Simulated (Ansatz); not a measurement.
Kohn–Sham single points on `B[C](=C)[SnH3]`.

```yaml
crystal:
  periodic: [false, false, false]
  atoms:
    - {symbol: B, position_ang: [-1.383877, 0.498298, 0.963817]}
    - {symbol: C, position_ang: [-0.056607, -0.047199, 0.408974]}
    - {symbol: C, position_ang: [0.801678, -0.617886, 1.268507]}
    - {symbol: Sn, position_ang: [0.443343, 0.080150, -1.666022]}
    - {symbol: H, position_ang: [-1.605114, 0.397311, 2.139286]}
    - {symbol: H, position_ang: [-2.203904, 1.020115, 0.262645]}
    - {symbol: H, position_ang: [0.558943, -0.689273, 2.328951]}
    - {symbol: H, position_ang: [1.765230, -1.034292, 0.977168]}
    - {symbol: H, position_ang: [1.983207, -0.629049, -1.899505]}
    - {symbol: H, position_ang: [-0.719543, -0.749357, -2.601949]}
    - {symbol: H, position_ang: [0.482046, 1.714082, -2.161173]}
basis:
  gaussian: {orbitals: def2-TZVPP}
hamiltonian: {xc: pbe0, dispersion: d4}
output: {orbitals: {seedname: orbitals}}
```

```sh
$ ansatz run in.yaml --threads 4 --pin off --events-out ev --progress --plain --max-ram 10444MiB
```

Output, abridged:

```
Functional definition: PBE0
  name "PBE0"
  cite "Adamo & Barone, J. Chem. Phys. 110, 6158 (1999) doi:10.1063/1.478522"
  cite "Perdew, Burke & Ernzerhof, Phys. Rev. Lett. 77, 3865 (1996) doi:10.1103/PhysRevLett.77.3865"
  parent pbe
  parameter a = 0.25
  parameter kappa = 0.804
  parameter beta = 0.06672455060314922
  exchange = (1 - a)*pbe_x(kappa = kappa, mu = beta*pi^2/3) + a*exact_x
  correlation = pbe_c(beta = beta)
1403 factors; their error is unknown
mean field evaluation 1: about -8684.7558 eV, gradient 5.0e1 eV
mean field evaluation 2: about -8678.9409 eV, gradient 6.6e1 eV
mean field evaluation 4: about -8691.0511 eV, gradient 4.0e0 eV
mean field evaluation 8: about -8691.0852 eV, gradient 3.4e-1 eV
mean field evaluation 16: about -8691.1542 eV, gradient 2.5e-4 eV
mean field -8691.15423640 eV, -319.3940271118 hartree, gradient 2.6e-5 eV, S^2 0.000000; 0 other end points of the search recorded, 0 dependent functions left out
reference -8691.15427884 eV, -319.3940286715 hartree; 23, 23 occupied and 218, 218 virtual orbitals, 1403 factors
Total energy: -8691.35017807 eV, -319.4012278355 hartree
```

It took 2.7 s on 4 threads of an Arm Neoverse V1 on a shared host, with 0.54 GiB of host memory at the peak.

With the line `hamiltonian: {xc: {name: B2PLYP}}` (abridged; 5.5 s):

```
Functional definition: B2PLYP
mean field evaluation 16: about -8679.5434 eV, gradient 9.5e-5 eV
mean field -8679.54338914 eV, -318.9673363452 hartree, gradient 6.5e-6 eV, S^2 0.000000
7 core orbitals not correlated: weight in the atoms' cores, before any rotation towards them, 1.000 or more for the frozen orbitals, at most 0.000 for the correlated occupied ones
second order -25.09828321 eV of doubles, -0.00000000 eV of singles
Total energy: -8686.32012785 eV, -319.2163768993 hartree
```
